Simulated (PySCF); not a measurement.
Gas-phase reaction: 2 ZnH₂ + 2 C₄H₁₀ (isobutane) ⇌ 2 ZnCH₃ + 3 C₂H₆

Method: PySCF energies (xtb for GFN2) plus ideal-gas RRHO corrections (1 bar). † marks an energy on the PBE0/def2-TZVP geometry and frequencies; other levels use their own. CCSD(T) freezes the core. Open shells (unrestricted): ZnCH₃ (multiplicity 2); the rest are closed-shell singlets. GFN2 has no spin-polarisation term. Zn: all electrons, no relativistic terms. ZnH₂, ZnCH₃: computed as isolated molecules; such fragments, hydroxides, amides, oligomers or adducts are transient or little studied in the gas. CCSD(T) isn't extrapolated to the basis-set limit. The harmonic model lacks anharmonicity and excited electronic states, which grow with temperature; levels with a mode under 35 cm⁻¹ are left out. Internal rotation in C₄H₁₀ (isobutane), C₂H₆ is treated as a harmonic vibration of one conformer, which makes the entropy rough.

```json
[
 {"level": "CCSD(T)/def2-SVP†", "ΔE electronic, kJ": "130", "ΔH°(298 K), kJ": "150", "ΔS°(298 K), J/K": "204", "ΔG°(1600 K), kJ": "-144"},
 {"level": "GFN2-xTB", "ΔE electronic, kJ": "412", "ΔH°(298 K), kJ": "436", "ΔS°(298 K), J/K": "204", "ΔG°(1600 K), kJ": "148"},
 {"level": "HF/def2-TZVP†", "ΔE electronic, kJ": "15", "ΔH°(298 K), kJ": "35", "ΔS°(298 K), J/K": "204", "ΔG°(1600 K), kJ": "-258"},
 {"level": "PBE/def2-SVP", "ΔE electronic, kJ": "106", "ΔH°(298 K), kJ": "126", "ΔS°(298 K), J/K": "206", "ΔG°(1600 K), kJ": "-169"},
 {"level": "PBE/def2-TZVP†", "ΔE electronic, kJ": "85", "ΔH°(298 K), kJ": "105", "ΔS°(298 K), J/K": "204", "ΔG°(1600 K), kJ": "-189"},
 {"level": "PBE0/def2-TZVP", "ΔE electronic, kJ": "92", "ΔH°(298 K), kJ": "112", "ΔS°(298 K), J/K": "204", "ΔG°(1600 K), kJ": "-181"},
 {"level": "LDA/def2-TZVP†", "ΔE electronic, kJ": "174", "ΔH°(298 K), kJ": "194", "ΔS°(298 K), J/K": "204", "ΔG°(1600 K), kJ": "-99"}
]
```
ΔH° is lowest at HF/def2-TZVP† and highest at GFN2-xTB. No reference value is set beside these.
